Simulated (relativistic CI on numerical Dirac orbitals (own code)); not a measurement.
**Cr³⁺ in a cubic cluster: 1s photoemission with charge transfer**

Computed with a charge-transfer multiplet model of a cubic metal-ligand cluster with up to 2 ligand holes, Slater and spin-orbit integrals from Dirac-Coulomb-Breit ions, Slater integrals scaled by 0.9. The ground state mixes d3 with configurations of k ligand holes L, whose averages lie at kΔ + k(k − 1)U_dd/2; a core hole lowers each added d electron by U_cd. 20 K, Lorentzian 1.1 eV and Gaussian 0.6 eV FWHM.

Atomic integrals in eV (Slater integrals scaled, ζ unscaled), ground: F2dd 9.646, F4dd 6.039, zeta_d 0.033; with the core hole: F2dd 11.182, F4dd 7.036, zeta_d 0.051, G2cd 0.056.

Cluster parameters (eV): U_dd = 5.5, U_cd = 6.7, 10Dq = 0.9, 10Dq(ligand) = 0.7, V(eg) = 3.25, V(t2g) = -1.62, final-state hopping factor = 1.

| Case | n_d | d3 | d4L | d5L2 | S |
| --- | --- | --- | --- | --- | --- |
| Δ = 4.4 eV | 3.61 | 0.47 | 0.45 | 0.08 | 1.50 |
| Δ = 6.4 eV | 3.48 | 0.57 | 0.38 | 0.05 | 1.50 |
| Δ = 7.4 eV | 3.43 | 0.61 | 0.34 | 0.04 | 1.50 |

Weights, n_d and S are thermal averages at 20 K. Binding energies count from the first peak over 30 % of the highest in each spectrum, which can be another peak from case to case. The parameters are a model scan and need not match a compound or its usual spin state. Peaks in eV (height, largest 100):
- Δ = 4.4 eV: 0.0 (100), 11.7 (5), 13.3 (9)
- Δ = 6.4 eV: 0.0 (100), 12.2 (10)
- Δ = 7.4 eV: 0.0 (100), 12.1 (11)

Curve for Δ = 4.4 eV (points under 2 left out, the grid thinned):

```csv
E (eV),Intensity
-3.5,2.9
-3.2,3.5
-2.8,4.6
-2.5,5.7
-2.1,8.0
-1.8,10.8
-1.5,15.3
-1.1,26.8
-0.8,43.6
-0.5,69.6
-0.1,99.1
0.2,91.6
0.6,55.5
0.9,34.0
1.2,21.4
1.6,12.8
1.9,9.3
2.3,6.5
2.6,5.2
2.9,4.2
3.3,3.4
3.6,2.9
3.9,2.6
4.3,2.3
4.6,2.3
5.0,2.5
5.3,2.9
5.6,3.6
6.0,3.9
6.3,3.3
6.7,2.5
7.0,2.2
10.8,2.4
11.2,3.8
11.5,5.0
11.9,5.2
12.2,4.7
12.5,4.9
12.9,6.9
13.2,8.6
13.5,8.5
13.9,6.0
14.2,4.2
14.6,2.8
14.9,2.1
```

For the case Δ = 4.4 eV, Δ = 4.4 eV is smaller than U_dd = 5.5 eV, the charge-transfer side of the Zaanen-Sawatzky-Allen scheme. With the core hole the configuration with one ligand hole lies at Δ − U_cd = -2.3, -0.3, 0.7 eV from the one without, in the order of the table; where this is negative the screened configuration lies lower, though the effective hopping of about 6.7 eV (from the holes of the mixed ground state) mixes the two strongly wherever it is as large as the gap.
